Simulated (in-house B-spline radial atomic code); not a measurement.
A run on Yb that did not converge. Method: scalar-relativistic (X2C) HSE06, spin-polarised, spherical fractional occupations, Fermi nucleus of rms radius 5.3108 fm; computed with a B-spline radial code for spherical atoms.

Command:
```bash
python run_scf.py task.json out
```
Settings (nuclear radius in fm, mass in u):
```
Z                70
configuration    [Kr] 4d10 4f14 5s2 5p5.75 5f0.25 6s2
hamiltonian      x2c
method           hse06
spin_polarised   True
nucleus          fermi
rms_radius       5.3108
atomic_mass      173.93887
speed_of_light   137.035999084
```

First and last ten iterations of the last attempt (damped for 15 steps, keeping 80 % of the old Fock matrix, then DIIS):
```
 iter        energy (Eh)    residual
    1      -14057.543020    5.01e-01
    2      -13933.723041    1.10e+00
    3      -14052.464084    4.88e-01
    4      -14057.145535    2.12e-01
    5      -14058.563091    8.63e-02
    6      -14058.909429    4.95e-02
    7      -14059.000387    3.37e-02
    8      -14059.036781    2.46e-02
    9      -14059.055574    1.88e-02
   10      -14059.065893    1.44e-02
  111      -14059.080198    2.94e-06
  112      -14059.080198    1.33e-06
  113      -14059.080198    1.07e-05
  114      -14059.080198    2.01e-06
  115      -14059.080198    2.84e-06
  116      -14059.080198    3.09e-06
  117      -14059.080198    3.67e-06
  118      -14059.080198    3.50e-06
  119      -14059.080198    2.77e-06
  120      -14059.080198    5.36e-06
 not converged after 120 iterations
```

The smallest residual met was 1.3e-06; the threshold is about 7e-07. Over the last five steps the energy moves by less than 8e-08 hartree, but the orbitals didn't meet the threshold. Cost of the run: 36 s on 1 thread of Arm Neoverse V1, with other jobs on the host.
